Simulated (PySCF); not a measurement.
# Exercise with solution: refractive index and permittivity of the vapour

Be(I)(NH2) (BeH₂IN), SMILES [NH2][Be][I].

Coordinates come from a B3LYP-D3(BJ)/def2-TZVP optimisation. The def2 effective core potentials stand for the cores of I; spin–orbit coupling is left out. One conformer was computed; it need not be the lowest.

PySCF with B3LYP/def2-TZVPD gives a mean static polarisability of 61.1 bohr³ and a dipole moment of 2.01 D. Take an ideal gas at 298.15 K and 1 bar, whether or not the substance is that volatile.

### Question
Work out n − 1 in the optical limit and the static ε − 1.

### Answer

Polarisability volume α' = 61.1 × 0.148185 = 9.05 Å³. Number density N = p/kT = 2.43e-5 Å⁻³.
Dilute limit of Lorentz–Lorenz: n − 1 = 2π N α' = 0.0014.
Orientation term of Debye: μ²/(3kT) = 8.098 Å³ × μ²(D²) = 32.72 Å³.
ε − 1 = 4π N (α' + μ²/3kT) = 0.013. Orientation of the dipole supplies 78 % of the static response; it can't follow optical fields. Vibrational polarisation and dispersion are left out.
